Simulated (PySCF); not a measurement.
Gas-phase reaction: SiH₃Br + 2 H ⇌ HBr + SiH₄, at 2500 K and a standard pressure of 1 bar. Level: PBE0/def2-TZVP.

Computed with PySCF and rigid-rotor harmonic-oscillator thermochemistry at 1 bar. Open shells (unrestricted): H (multiplicity 2); the rest are closed-shell singlets. Br: all electrons, no relativistic terms. The harmonic model lacks anharmonicity and excited electronic states, which grow with temperature; levels with a mode under 35 cm⁻¹ are left out.

```json
[
 {"species": "SiH₃Br", "E (Ha)": "-2865.07168", "H(2500 K) − E (kJ/mol)": "280.8", "S°(2500 K) (J/mol/K)": "439.3"},
 {"species": "H", "E (Ha)": "-0.50106", "H(2500 K) − E (kJ/mol)": "52.0", "S°(2500 K) (J/mol/K)": "158.9"},
 {"species": "HBr", "E (Ha)": "-2574.45811", "H(2500 K) − E (kJ/mol)": "97.5", "S°(2500 K) (J/mol/K)": "266.0"},
 {"species": "SiH₄", "E (Ha)": "-291.75605", "H(2500 K) − E (kJ/mol)": "283.9", "S°(2500 K) (J/mol/K)": "367.9"}
]
```
E: electronic energy; H − E holds the zero-point and thermal terms. 1 Ha = 2625.5 kJ/mol.

Question: Work out ΔH°, ΔS°, ΔG° and log10 K from these numbers.

Answer: 1. ΔE = 1×(-2574.45811) + 1×(-291.75605) − 1×(-2865.07168) − 2×(-0.50106) = -0.14036 Ha = -368.5 kJ.
2. Δ(H − E) = 1×(97.5) + 1×(283.9) − 1×(280.8) − 2×(52.0) = -3.4 kJ, so ΔH° = -371.9 kJ.
3. ΔS° = 1×(266.0) + 1×(367.9) − 1×(439.3) − 2×(158.9) = -123.2 J/K; the number of gas molecules changes by -1.
4. ΔG° = ΔH° − TΔS° = -371.9 − 2500×(-123.2)/1000 = -63.9 kJ.
5. log10 K = −ΔG°/(RT ln 10) = 1.34, with RT ln 10 = 47.86 kJ/mol; at standard pressures the products are favoured.
6. A shift of 10 kJ in ΔE would move log10 K by 0.21 here.
7. Lowering the total pressure from 1 bar to 0.01 bar multiplies the mole-fraction quotient K_x = K (p/p°)^(−Δn) by 10^-2, which pushes the balance towards the reactants.
For scale, ΔH°(298 K) is -343 kJ at this level, -358 kJ at ωB97M-V/def2-TZVP†, and runs from -431 to -255 kJ over the 20 levels computed († marks an energy on the PBE0/def2-TZVP geometry); the NASA 1993 table gives -360 kJ (entries not checked at source).
